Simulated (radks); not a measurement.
Removal energies from the magnesium ion Mg7+, [He] 2s2 2p1, by Delta-SCF beside the eigenvalue of the level emptied. All-electron calculation, scalar-relativistic Kohn-Sham, r2SCAN, spin-polarised, spherical densities, finite nucleus; meta-GGA in the generalised Kohn-Sham scheme; Fermi nuclear charge, rms radius of each element as measured or else 0.836 A^(1/3) + 0.57 fm. Program: a radial shooting solver on a logarithmic mesh with Libxc functionals. Open shells are filled with parallel spins first.

| removed from | final configuration | Delta-SCF (eV) | -eigenvalue (eV) |
|---|---|---|---|
| 2p | [He] 2s2 | 265.21 | 245.99 |
| 2s | [He] 2s1 2p1 | 281.16 | 267.61 |
| 1s | 1s1 2s2 2p1 | 1579.0 | 1520.0 |
